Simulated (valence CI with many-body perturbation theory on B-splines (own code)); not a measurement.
# E1 transitions of Ge XX

Computed by configuration interaction combined with many-body perturbation theory (CI+MBPT): three valence electrons over a frozen Dirac-Fock core [Ne], a basis of 11 s, 11 p, 10 d, 8 f, 5 g, 2 h functions for each j, with the one-electron correlation potential Σ1, the two-electron term Σ2, the three-electron term Σ3, Breit, model QED; selected CI, second order for the rest, scaled by the run's own slope (own B-spline code, finite nucleus).

No measured levels were compared; by estimate levels of excited configurations hold to 0.05 to 0.15 % of their energy, terms of the ground configuration to about 0.5 %.

Lines 51 to 100 of 583 in falling wavelength, among levels below 3008200 cm⁻¹, chosen from the strongest by gf and those to the six lowest levels. Wavelengths and rates use the calculated energies, so an error of 400 cm⁻¹ moves a line at 23.87 nm by 0.095 % and its rate by three times that or more. Electric multipoles are in the length gauge, E1 and E2 with the static RPA response of the core. Weak lines are less certain than strong ones. Lines between different terms over intervals too small for the method are left out, as are lines whose strength nearly cancels. Where a level lies close to another of its J and parity, the split of strength between their lines is uncertain. The highest levels of a list are the least certain.

Names give the largest LS component (configuration and term), which can be under half, so a name can repeat, a term be missing and a line seem to break the LS rules; names also repeat where a configuration has a term twice. Letters in brackets count levels of one name in rising energy.

| λ vac (nm) | Upper | Lower | A (s⁻¹) | S (a.u.) with core polarisation | S without |
| --- | --- | --- | --- | --- | --- |
| 23.87 | 3p 3d2 2F°_7/2 [c] | 3s 3d2 2F_7/2 | 2.63e+09 | 1.41e-01 | 1.45e-01 |
| 23.74 | 3p2 3d 4D_5/2 | 3s 3p 3d 4D°_5/2 | 3.81e+09 | 1.51e-01 | 1.56e-01 |
| 23.66 | 3p3 4S°_3/2 | 3s 3p2 2D_3/2 | 6.70e+08 | 1.75e-02 | 1.81e-02 |
| 23.63 | 3p2 3d 2F_7/2 [b] | 3s 3p 3d 2F°_7/2 [b] | 5.24e+09 | 2.73e-01 | 2.82e-01 |
| 23.62 | 3p 3d2 2F°_7/2 [c] | 3s 3d2 2F_5/2 | 9.17e+09 | 4.77e-01 | 4.92e-01 |
| 23.52 | 3s 3p 3d 2F°_7/2 [a] | 3s2 3d 2D_5/2 | 3.38e+09 | 1.74e-01 | 1.79e-01 |
| 23.44 | 3p 3d2 4P°_5/2 | 3s 3d2 4P_5/2 | 5.69e+09 | 2.17e-01 | 2.24e-01 |
| 23.42 | 3p2 3d 2F_5/2 [b] | 3s 3p 3d 2P°_3/2 [a] | 4.38e+09 | 1.67e-01 | 1.72e-01 |
| 23.37 | 3p 3d2 4F°_7/2 | 3s 3d2 4F_9/2 | 3.66e+09 | 1.84e-01 | 1.90e-01 |
| 23.30 | 3p 3d2 4P°_5/2 | 3s 3d2 4P_3/2 | 3.60e+09 | 1.35e-01 | 1.39e-01 |
| 23.25 | 3p 3d2 2F°_5/2 [c] | 3s 3d2 2G_7/2 | 3.00e+09 | 1.12e-01 | 1.15e-01 |
| 23.25 | 3p 3d2 4F°_3/2 | 3s 3d2 4F_3/2 | 6.38e+09 | 1.58e-01 | 1.63e-01 |
| 23.23 | 3p 3d2 4F°_5/2 | 3s 3d2 4F_7/2 | 4.12e+09 | 1.53e-01 | 1.58e-01 |
| 23.18 | 3p2 3d 4D_7/2 | 3s 3p 3d 2D°_5/2 [a] | 6.89e+09 | 3.39e-01 | 3.50e-01 |
| 23.12 | 3p2 3d 4F_7/2 | 3s 3p 3d 4P°_5/2 | 6.73e+09 | 3.28e-01 | 3.39e-01 |
| 23.10 | 3p 3d2 2F°_5/2 [c] | 3s 3d2 2D_3/2 | 7.79e+09 | 2.84e-01 | 2.93e-01 |
| 23.08 | 3p 3d2 4F°_7/2 | 3s 3d2 4F_7/2 | 2.27e+09 | 1.10e-01 | 1.14e-01 |
| 23.04 | 3d3 2P_3/2 | 3p 3d2 2P°_3/2 [c] | 4.88e+09 | 1.18e-01 | 1.21e-01 |
| 23.01 | 3p 3d2 4F°_5/2 | 3s 3d2 4F_5/2 | 5.27e+09 | 1.90e-01 | 1.96e-01 |
| 22.86 | 3p 3d2 4F°_7/2 | 3s 3d2 4F_5/2 | 2.36e+09 | 1.11e-01 | 1.15e-01 |
| 22.75 | 3p 3d2 2G°_9/2 [b] | 3s 3d2 2F_7/2 | 2.97e+10 | 1.73e+00 | 1.78e+00 |
| 22.73 | 3p 3d2 4D°_7/2 [b] | 3s 3d2 4P_5/2 | 5.98e+09 | 2.77e-01 | 2.86e-01 |
| 22.71 | 3p 3d2 2F°_7/2 [b] | 3s 3d2 2G_9/2 | 8.98e+09 | 4.16e-01 | 4.28e-01 |
| 22.59 | 3p 3d2 4D°_5/2 [b] | 3s 3d2 4P_3/2 | 5.35e+09 | 1.83e-01 | 1.89e-01 |
| 22.54 | 3p 3d2 2F°_7/2 [b] | 3s 3d2 2D_5/2 | 1.11e+10 | 5.04e-01 | 5.19e-01 |
| 22.52 | 3p2 3d 4F_7/2 | 3s 3p 3d 4F°_9/2 | 7.05e+09 | 3.18e-01 | 3.29e-01 |
| 22.46 | 3p 3d2 2D°_5/2 [b] | 3s 3d2 2P_3/2 | 2.16e+10 | 7.24e-01 | 7.46e-01 |
| 22.45 | 3p 3d2 2F°_5/2 [d] | 3s 3d2 2F_5/2 | 5.70e+09 | 1.91e-01 | 1.97e-01 |
| 22.38 | 3p 3d2 4F°_9/2 | 3s 3d2 4F_9/2 | 9.50e+09 | 5.26e-01 | 5.43e-01 |
| 22.25 | 3p2 3d 2D_5/2 [c] | 3s 3p 3d 2P°_3/2 [b] | 3.78e+09 | 1.23e-01 | 1.27e-01 |
| 22.25 | 3p 3d2 2F°_5/2 [b] | 3p2 3d 2P_3/2 [b] | 3.00e+09 | 9.79e-02 | 1.01e-01 |
| 22.22 | 3p2 3d 4F_5/2 | 3s 3p 3d 4F°_7/2 | 8.31e+09 | 2.70e-01 | 2.79e-01 |
| 22.21 | 3p2 3d 4D_7/2 | 3s 3p 3d 4D°_7/2 | 3.92e+09 | 1.69e-01 | 1.75e-01 |
| 22.20 | 3p2 3d 2D_5/2 [c] | 3s 3p 3d 2D°_5/2 [b] | 1.03e+10 | 3.33e-01 | 3.44e-01 |
| 22.16 | 3p2 3d 4F_3/2 | 3s 3p 3d 4F°_5/2 | 7.69e+09 | 1.65e-01 | 1.70e-01 |
| 22.14 | 3p 3d2 2G°_9/2 [a] | 3p2 3d 2F_7/2 [b] | 6.08e+09 | 3.26e-01 | 3.35e-01 |
| 22.13 | 3p 3d2 2G°_7/2 [b] | 3s 3d2 2F_7/2 | 6.90e+09 | 2.95e-01 | 3.04e-01 |
| 22.12 | 3p 3d2 4F°_9/2 | 3s 3d2 4F_7/2 | 2.66e+09 | 1.42e-01 | 1.46e-01 |
| 22.04 | 3p 3d2 2D°_3/2 [d] | 3s 3d2 2P_1/2 | 2.29e+10 | 4.84e-01 | 4.99e-01 |
| 22.03 | 3s 3p2 2D_3/2 | 3s2 3p 2P°_1/2 | 5.83e+09 | 1.23e-01 | 1.27e-01 |
| 21.91 | 3p 3d2 2G°_7/2 [b] | 3s 3d2 2F_5/2 | 2.34e+10 | 9.71e-01 | 1.00e+00 |
| 21.91 | 3p 3d2 2D°_3/2 [c] | 3s 3d2 2D_3/2 | 1.03e+10 | 2.15e-01 | 2.21e-01 |
| 21.86 | 3p 3d2 4D°_7/2 [a] | 3s 3d2 4F_7/2 | 5.74e+09 | 2.36e-01 | 2.44e-01 |
| 21.78 | 3p2 3d 2D_3/2 [b] | 3s 3p 3d 2P°_3/2 [b] | 5.84e+09 | 1.19e-01 | 1.23e-01 |
| 21.74 | 3p2 3d 4F_9/2 | 3s 3p 3d 4F°_9/2 | 1.51e+10 | 7.65e-01 | 7.90e-01 |
| 21.63 | 3p 3d2 2D°_3/2 [a] | 3p2 3d 2P_1/2 [b] | 4.94e+09 | 9.86e-02 | 1.02e-01 |
| 21.60 | 3p2 3d 4F_3/2 | 3s 3p 3d 4F°_3/2 | 1.03e+10 | 2.04e-01 | 2.11e-01 |
| 21.58 | 3p 3d2 2P°_1/2 [b] | 3s 3d2 2D_3/2 | 1.12e+10 | 1.12e-01 | 1.15e-01 |
| 21.57 | 3p2 3d 4P_5/2 | 3s 3p 3d 4D°_7/2 | 1.02e+10 | 3.02e-01 | 3.12e-01 |
| 21.54 | 3p3 2D°_3/2 | 3s 3p2 4P_5/2 | 6.27e+09 | 1.24e-01 | 1.28e-01 |
